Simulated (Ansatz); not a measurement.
Input for Ansatz (a first-principles code): R-CCSD(T)/def2-QZVPP on H2 (SMILES [H][H]). The basis file is the Basis Set Exchange's JSON of that set.

Ansatz 0.2 input:
```yaml
crystal:
  periodic: [false, false, false]
  atoms:
    - {symbol: H, position_ang: [0.00000000, 0.00000000, 0.37198582]}
    - {symbol: H, position_ang: [-0.00000000, -0.00000000, -0.37198582]}
basis:
  gaussian:
    orbitals: def2-QZVPP.json
magnetization: {spin_polarized: false}
correlation: {method: ccsd_t, electrons: outside_noble_gas}
scf: {lower_state_search: off}
```

Program output:

```
WARN ansatz: RAYON_NUM_THREADS=4 ignored (pool sized by the plan → 4); use --threads N
Functional definition: HF
these checks for a lower state are left out or cut short: stability, starts, cluster_reference, orbital_swaps, neighbouring_geometries, increment
integrals: 0.02 GiB planned
338 factors; integrals over basis functions are off by at most 1.3e-3 eV
mean field: 0.06 GiB planned
mean field evaluation 1: about -30.7562 eV, gradient 3.7e0 eV
mean field evaluation 2: about -30.7558 eV, gradient 3.7e0 eV
mean field evaluation 4: about -30.8446 eV, gradient 7.0e-2 eV
mean field evaluation 8: about -30.8445 eV, gradient 7.8e-7 eV
mean field -30.84454987 eV, -1.1335163005 hartree, gradient 7.6e-7 eV, S^2 0.000000; 0 other end points of the search recorded, 0 dependent functions left out
reference -30.84454987 eV, -1.1335163005 hartree; 1, 1 occupied and 59, 59 virtual orbitals, 338 factors
second order -0.90057049 eV of doubles, -0.00000000 eV of singles
coupled cluster: 0.10 GiB planned
cycle   1  -1.03113374 eV  change   -1.3e-1 eV  update   2.6e-2
cycle   2  -1.09766067 eV  change   -6.7e-2 eV  update   9.1e-3
cycle   3  -1.09779493 eV  change   -1.3e-4 eV  update   1.1e-3
cycle   4  -1.09804300 eV  change   -2.5e-4 eV  update   2.0e-4
cycle   5  -1.09798747 eV  change    5.6e-5 eV  update   2.8e-5
cycle   6  -1.09798468 eV  change    2.8e-6 eV  update   4.5e-6
cycle   7  -1.09798488 eV  change   -2.0e-7 eV  update   5.4e-7
perturbative correction -0.00000000 eV, -0.0000000000 hartree
Total energy: -31.94253475 eV, -1.1738665007 hartree
Checks for a lower state left out: stability, starts, cluster_reference, orbital_swaps, neighbouring_geometries, increment
```

The calculation finished and met its thresholds.

Cost: about 0.3 core-seconds (a rough figure).
